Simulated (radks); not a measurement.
The chlorine ion Cl7+, 10 electrons, occupied as [Ne].

All-electron calculation, non-relativistic Kohn-Sham, PBE, spin-polarised, spherical densities, point nucleus. Program: a radial shooting solver on a logarithmic mesh with Libxc functionals.

Energy parts (hartree):
total: -444.96059
kinetic: 444.58473
electron-nucleus: -1006.13893
Hartree: 141.24415
exchange-correlation: -24.65054

Orbitals (lengths in bohr, moments of r in powers of bohr; r(90%) holds 90 % of the orbital's charge):
orbital	occ.	eigenvalue (hartree)	r(90%)
1s	2	-105.8123	0.163
2s	2	-14.02407	0.688
2p	6	-11.87215	0.662

The highest occupied level is 2p at -323.06 eV. Summed over all electrons, <r^2> = 1.676 bohr^2, which gives a Langevin (diamagnetic) susceptibility term of -1.33 x 10^-6 cm^3/mol.
